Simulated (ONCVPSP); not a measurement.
What the settings do to the ONCV potential of phosphorus (P)

Base potential:

phosphorus (P), optimised norm-conserving Vanderbilt (ONCV), made with ONCVPSP 4.0.1 (PBEsol, scalar-relativistic). Core [He], reference 2s2 2p6 3s1 3p4. Waves: 2s+3s: rc 0.90 bohr, ncon 4, nbas 8, qcut 13.5 1/bohr, 3 projectors, debl 2.2 Ha; 2p+3p: rc 0.95 bohr, ncon 4, nbas 7, qcut 13.1 1/bohr, 3 projectors, debl 1.4 Ha. Local part: polynomial inside 0.85 bohr (lpopt 5, dvloc0 0 Ha). Core correction: Teter function, fcfact 2, rcfact 1.45.

All-electron outer shells of the reference configuration (PBEsol, scalar-relativistic, ld1.x):

```
shell  level (eV)  outermost node (bohr)  outermost maximum (bohr)
   1s    -2081.84                      –                      0.07
   2s     -175.10                   0.14                      0.42
   2p     -125.85                      –                      0.36
   3s      -14.62                   0.65                      1.56
   3p       -6.04                   0.64                      1.81
```

Cutoffs, loose and tight: the cutoffs (Ha) at which the residual kinetic energy of the hardest occupied pseudo-wave falls to 1 and 0.1 mHa per electron. They do not see the model core or the augmentation charge, which bear on the density cutoff. Test errors are all-electron minus pseudo excitation energies from the reference, over the configurations 2s2 2p6 3s2 3p3; 2s2 2p6 3s2 3p2; 2s2 2p6 3s2 3p1; 2s2 2p6 3s1 3p0. A dash means not determined; rows that change the core or the reference have their own tests.

| change | outcome | cutoff, loose | cutoff, tight | bound ghosts | GHOST(+) flags above zero | largest test error (meV) |
| --- | --- | --- | --- | --- | --- | --- |
| base | generated | 80 Ha | 140 Ha | none | p | +24 |
| all radii but the core radius scaled by about 0.76 (s 0.68, p 0.72 bohr); local potential polynomial inside 0.64 bohr (lpopt 5, dvloc0 0 Ha) | generated | 272 Ha | 327 Ha | none | p | +20 |
| all radii but the core radius scaled by about 0.82 (s 0.74, p 0.78 bohr); local potential polynomial inside 0.70 bohr (lpopt 5, dvloc0 0 Ha) | generated | 220 Ha | 264 Ha | none | p | +21 |
| all radii but the core radius scaled by about 0.91 (s 0.82, p 0.86 bohr); local potential polynomial inside 0.78 bohr (lpopt 5, dvloc0 0 Ha) | generated | 112 Ha | 202 Ha | none | p | +23 |
| all radii but the core radius scaled by about 1.08 (s 0.98, p 1.02 bohr); local potential polynomial inside 0.92 bohr (lpopt 5, dvloc0 0 Ha) | generated | 74 Ha | 83 Ha | none | none | +23 |
| all radii but the core radius scaled by about 1.22 (s 1.10, p 1.16 bohr); local potential polynomial inside 1.04 bohr (lpopt 5, dvloc0 0 Ha) | generated | 66 Ha | 74 Ha | none | none | +17 |
| all radii but the core radius scaled by about 1.26 (s 1.14, p 1.20 bohr); local potential polynomial inside 1.08 bohr (lpopt 5, dvloc0 0 Ha) | generated | 64 Ha | 73 Ha | none | none | +15 |
| all radii but the core radius scaled by about 1.31 (s 1.18, p 1.24 bohr); local potential polynomial inside 1.12 bohr (lpopt 5, dvloc0 0 Ha) | generated | 63 Ha | 71 Ha | none | none | +13 |

Task: What comes out with this change to the base: all radii but the core radius scaled by about 1.04 (s 0.94, p 0.98 bohr); local potential polynomial inside 0.88 bohr (lpopt 5, dvloc0 0 Ha)?

Result: outcome: generated; cutoff, loose: 77 Ha; cutoff, tight: 98 Ha; bound ghosts: none; GHOST(+) flags above zero: none; largest test error (meV): +24.

Task: What comes out with this change to the base: all radii but the core radius scaled by about 1.16 (s 1.04, p 1.10 bohr); local potential polynomial inside 0.98 bohr (lpopt 5, dvloc0 0 Ha)?

Result: outcome: generated; cutoff, loose: 70 Ha; cutoff, tight: 77 Ha; bound ghosts: none; GHOST(+) flags above zero: none; largest test error (meV): +21.

Reading the sweep of the scale of all radii but the core radius (base = 1) (base included, trends over the rows without a ghost): The loose cutoff falls from 272 Ha at 0.76 to 63 Ha at 1.31. A larger radius leaves more room for a smooth pseudo-wave, so fewer plane waves are needed; a smaller one forces it to follow the all-electron wave where it bends sharply. The median size of the test errors (rows with all tests solved) falls from 3.6 meV at 0.76 to 2.9 meV at 1.31, with one reversal. This runs against the usual rule that a larger radius transfers worse; these runs do not show why.
